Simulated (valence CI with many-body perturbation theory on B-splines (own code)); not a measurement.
## Hyperfine factors and g values of As26+

Computed by configuration interaction combined with many-body perturbation theory (CI+MBPT): five valence electrons over a frozen Dirac-Fock core [He], radial functions for each j: 9 s, 9 p, 8 d, 6 f, 3 g, 1 h, with the one-electron correlation potential Σ1, the two-electron term Σ2, the three-electron term Σ3, Breit, model QED; selected CI, second order for the rest (own B-spline code, finite nucleus).

The last digits are not significant, and no measured levels were compared; by estimate large intervals hold to a few tenths of a per cent, small ones and those within an open d or f shell to about a per cent. Among the levels kept, up to 1600 cm⁻¹ of a level comes from second order outside the variational space, and about a tenth of that is noise between levels of different J, which matters for small intervals.

A/g_I is the dipole constant over the nuclear g factor μ/I (μ in nuclear magnetons, uniformly magnetised nucleus), B/Q the quadrupole constant per barn. Both hold the static response of the core; the bare values leave it out. Large factors of s and p1/2 electrons are usually good to 5 to 10 %; those of open d and f shells near neutrality can be off by tens of per cent, and small factors of p3/2, d and f electrons come from cancelling terms and can be off by a factor of two or in sign, in half-filled shells by more. B is blank for J = 1/2, where it vanishes, and for nearly pure S terms. Energies count from the lowest level.

Levels are named by their leading jj configuration (3d3/2^4 stands for four electrons in 3d with j = 3/2), which in mixed levels can hold well under half, so a name can repeat and another be missing. Letters in brackets count levels of one name in rising energy.

```
                             Level  E (eV)      g  A/g_I (MHz)  A/g_I bare  B/Q (MHz/b)  B/Q bare
        (2s^2 2p1/2^2 2p3/2) J=3/2     0.0  1.643        37400       42300        57000     57200
        (2s^2 2p1/2 2p3/2^2) J=3/2    32.7  1.239        23900       26100        69800     70000
        (2s^2 2p1/2 2p3/2^2) J=5/2    43.4  1.194       115000      116000         -764      -766
        (2s^2 2p1/2 2p3/2^2) J=1/2    58.0  0.657       334000      331000                       
              (2s^2 2p3/2^3) J=3/2    87.6  1.236        64800       66800      -128000   -128000
        (2s 2p1/2^2 2p3/2^2) J=5/2   142.7  1.560       256000      255000        85700     86000
      (2s 2p1/2 2p3/2^3) J=3/2 [a]   166.1  1.623       117000      120000       -85900    -86200
        (2s 2p1/2^2 2p3/2^2) J=1/2   168.8  2.512       704000      697000                       
      (2s 2p1/2 2p3/2^3) J=3/2 [b]   198.9  0.999         1760        4310      -111000   -111000
          (2s 2p1/2 2p3/2^3) J=5/2   208.4  1.229       315000      311000      -197000   -198000
          (2s 2p1/2 2p3/2^3) J=1/2   227.0  1.570       285000      282000                       
      (2s 2p1/2 2p3/2^3) J=3/2 [c]   236.3  1.228        24100       29400        62100     62300
                (2s 2p3/2^4) J=1/2   272.0  1.236       759000      739000                       
           (2p1/2^2 2p3/2^3) J=3/2   360.0  1.328        54900       59500      -109000   -110000
             (2p1/2 2p3/2^4) J=1/2   398.9  0.657       335000      330000                       
           (2s^2 2p1/2^2 3s) J=1/2  1544.9  2.151       276000      273000                       
   (2s^2 2p1/2 2p3/2 3s) J=3/2 [a]  1575.1  1.692        79700       81500        75800     76100
        (2s^2 2p1/2^2 3p1/2) J=1/2  1579.0  0.680        91200       90300                       
       (2s^2 2p1/2 2p3/2 3s) J=1/2  1579.5  1.193       -94200      -88000                       
       (2s^2 2p1/2 2p3/2 3s) J=5/2  1584.1  1.426       155000      155000        27300     27400
   (2s^2 2p1/2 2p3/2 3s) J=3/2 [b]  1587.9  1.068       104000      107000        25000     25100
        (2s^2 2p1/2^2 3p3/2) J=3/2  1593.8  1.345        17200       18300        26200     26200
    (2s^2 2p1/2 2p3/2 3p1/2) J=1/2  1609.0  1.581       -38600      -33100                       
(2s^2 2p1/2 2p3/2 3p1/2) J=3/2 [a]  1613.0  1.173        79900       81600        -2480     -2470
    (2s^2 2p1/2 2p3/2 3p1/2) J=5/2  1619.1  1.204       106000      108000        25600     25700
(2s^2 2p1/2 2p3/2 3p3/2) J=5/2 [a]  1621.7  1.422        11400       13700       115000    115000
           (2s^2 2p3/2^2 3s) J=5/2  1622.9  1.364       115000      116000        85600     85900
(2s^2 2p1/2 2p3/2 3p3/2) J=1/2 [a]  1623.5  1.951       -80100      -75100                       
           (2s^2 2p3/2^2 3s) J=3/2  1626.0  1.088        24500       27800        35200     35300
(2s^2 2p1/2 2p3/2 3p3/2) J=3/2 [a]  1626.3  1.247        79600       80300       -53600    -53800
    (2s^2 2p1/2 2p3/2 3p3/2) J=7/2  1630.4  1.309        76300       77800        51400     51500
(2s^2 2p1/2 2p3/2 3p1/2) J=3/2 [b]  1630.9  1.634        93400       96700        37600     37700
        (2s^2 2p1/2^2 3d3/2) J=3/2  1631.6  0.746        12500       12100         1880      1970
(2s^2 2p1/2 2p3/2 3p3/2) J=3/2 [b]  1635.5  1.228        35300       37600        43100     43200
        (2s^2 2p1/2^2 3d5/2) J=5/2  1638.5  1.195         2850        3000        -1060      -957
(2s^2 2p1/2 2p3/2 3p3/2) J=5/2 [b]  1639.6  1.182        97000       97900        17200     17300
           (2s^2 2p3/2^2 3s) J=1/2  1645.6  1.980       288000      283000                       
(2s^2 2p1/2 2p3/2 3p3/2) J=1/2 [b]  1646.2  0.778       301000      299000                       
       (2s 2p1/2^2 2p3/2 3s) J=5/2  1657.6  1.913       271000      272000        19000     19100
(2s^2 2p1/2 2p3/2 3d3/2) J=3/2 [a]  1662.6  0.965        20300       21200       -55100    -55300
```

Question: Take the isotope of mass number 75, with I = 3/2, μ = 1.4383 μN and Q = 0.311 b. What is the hyperfine structure of (2s^2 2p3/2^3) J=3/2?

Answer: From the table A = 62200 MHz, B = -39700 MHz. Shifts from the centre of gravity in MHz: F = 0: -283000, F = 1: -181000, F = 2: -16900, F = 3: 130000.
